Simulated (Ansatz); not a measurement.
CH2BNO2 can be A, `O=C1NB1O`, or B, `N#COBO`.

Calculated with Ansatz (gas phase, PBE0-D4/def2-TZVP geometries, no zero-point term in ΔE). CBS: MP2 limit from def2 TZ/QZ plus the TZ coupled-cluster correction, frozen cores. Functionals use def2-TZVPP. B3LYP here is the variant with VWN-RPA as its local correlation; programs differ in this. One conformer a species, not always the lowest.

Which is lower in electronic energy at CCSD(T)/CBS, and by how much? (An estimate is asked.)

Ansatz gave: B, by 17.9 kcal/mol.

Give E(B) − E(A) in kcal/mol with B3LYP-D4, BLYP-D4, ωB97M-V, B2PLYP, LDA (SPW92), CCSD/def2-TZVPP, MP2/def2-TZVPP. (Best estimate.)

The calculation gave: B3LYP-D4 -15.7, BLYP-D4 -14.9, ωB97M-V -15.1, B2PLYP -17.9, LDA (SPW92) -3.9, CCSD/def2-TZVPP -20.8, MP2/def2-TZVPP -18.8. None reverses the order clearly.

Does the order hold for the free energy at 298.15 K (harmonic terms from PBE0-D4)? (Estimate.)

The calculation gave: Yes: G(B) − G(A) = -18.6 kcal/mol, for one conformer each.

Largest T1 diagnostic: 0.016.

In def2-TZVPP, CCSD(T) changes the Hartree–Fock value by +7.0 kcal/mol (the triples alone add +1.3 kcal/mol) and MP2 by +7.7 kcal/mol. Leaving LDA and LC-ωPBE aside and taking each functional with its dispersion term where it has one, the values, not all of them listed here, spread over 10.1 kcal/mol, from BHLYP-D4 to PBE-D4. LDA lies +4.6 kcal/mol from PBE without D4.
